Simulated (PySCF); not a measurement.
Two probes of the same atoms: core binding energy and nuclear shielding

Compound: Si5H12.
Numbering: `[SiH3:1][SiH2:2][SiH:3]([SiH3:4])[SiH3:5]`

Binding energies: PySCF, delta-SCF UKS SCAN, pcX-2 on the ionised atom, pcseg-1 elsewhere, spin-free X2C. Shieldings: GIAO KT3/pcSseg-1, non-relativistic, same geometry.

| atom | isotropic shielding (ppm) |
| --- | --- |
| Si1 | 466.2 |
| Si2 | 470.3 |
| Si3 | 486.6 |
| Si4 | 461.2 |

What are the Si 1s binding energies of these atoms?

| atom | environment | Si 1s (eV) | isotropic shielding (ppm) |
| --- | --- | --- | --- |
| Si3 | SiH silicon | 1845.51 | 486.6 |
| Si2 | SiH2 silicon | 1845.77 | 470.3 |
| Si4 | SiH3 silicon | 1846.07 | 461.2 |
| Si1 | SiH3 silicon | 1846.12 | 466.2 |

By binding energy: Si3 < Si2 < Si4 ≈ Si1. By shielding: Si4 < Si1 < Si2 < Si3.

Of atoms equivalent by bonding only the ionised one is listed; its partners' own values can differ in this conformer. Isolated species at its PBE0-D3(BJ)/def2-SVP geometry (one conformer only).

Shape of the structure used: `[SiH3:1][SiH2:2][SiH:3]([SiH3:4])[SiH3:5]`: Si1–Si2–Si3–Si4 -178°.
